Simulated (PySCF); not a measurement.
## Basis and Hamiltonian dependence of the ionisation energy of I²⁺

I²⁺ [Kr] 4d10 5s2 5p3 (4S) → I³⁺ [Kr] 4d10 5s2 5p2 (3P). All values are computed (PySCF 2.14, energy differences of UHF-based or UKS calculations, no spin-orbit coupling). Values in eV.

| basis | Hamiltonian | functions | UHF | LDA | PBE0 | MP2 (valence) | CCSD(T) (valence) | CCSD(T) (valence and next inner shell) |
| --- | --- | --- | --- | --- | --- | --- | --- | --- |
| cc-pVDZ-PP with ECP28MDF | ECP | 23 | 29.805 | n/a | n/a | 30.095 | 30.061 | n/a |
| x2c-SVPall | spin-free X2C | 36 | 29.920 | n/a | n/a | 30.188 | 30.158 | n/a |
| cc-pVTZ-PP with ECP28MDF | ECP | 39 | 29.837 | 30.469 | n/a | 30.271 | 30.277 | n/a |
| def2-TZVP with the def2 core potential (28 electrons) | ECP | 50 | 29.891 | 30.515 | 30.429 | 30.322 | 30.328 | n/a |
| Sapporo-DKH3-DZP-2012 | spin-free X2C | 52 | 29.937 | 30.581 | 30.485 | 30.253 | n/a | n/a |
| def2-TZVPPD with the def2 core potential (28 electrons) | ECP | 59 | 29.891 | 30.516 | 30.430 | 30.324 | 30.331 | 30.449 |
| x2c-TZVPPall | spin-free X2C | 60 | 29.828 | 30.468 | 30.376 | 30.218 | n/a | 30.347 |
| aug-cc-pVTZ-PP with one added diffuse shell each of d, f type with ECP28MDF | ECP | 67 | 29.855 | 30.485 | 30.399 | 30.294 | 30.300 | n/a |
| ANO-RCC-VTZP | spin-free X2C | 68 | 29.907 | 30.540 | 30.441 | 30.351 | 30.366 | 30.501 |
| x2c-TZVPPall with one added diffuse shell each of s, p, d, f type | spin-free X2C | 76 | 29.839 | 30.479 | 30.386 | 30.235 | 30.241 | 30.366 |
| def2-QZVPPD with the def2 core potential (28 electrons) | ECP | 91 | 29.882 | 30.505 | 30.423 | 30.373 | 30.381 | n/a |
| aug-cc-pVQZ-DK3 | spin-free X2C | 102 | 29.862 | 30.508 | 30.412 | 30.343 | 30.351 | n/a |
| aug-cc-pwCVTZ-DK3 with one added diffuse shell each of s, p, d, f type | spin-free X2C | 125 | 29.850 | 30.499 | 30.402 | 30.303 | 30.313 | n/a |
| dyall-av2z | non-relativistic | 130 | 29.655 | 30.324 | 30.228 | 29.982 | 29.933 | n/a |

Frozen in the all-electron rows: valence: [Kr] 4d10; valence and next inner shell: [Ar] 3d10; with a core potential, the same shells as far as they lie outside it.

Non-relativistic rows lack the scalar-relativistic shift.

Between the lowest levels the reference is 29.57 ± 0.025 eV (measured; NIST Atomic Spectra Database, ionization energies); it includes spin-orbit coupling, which these numbers lack.
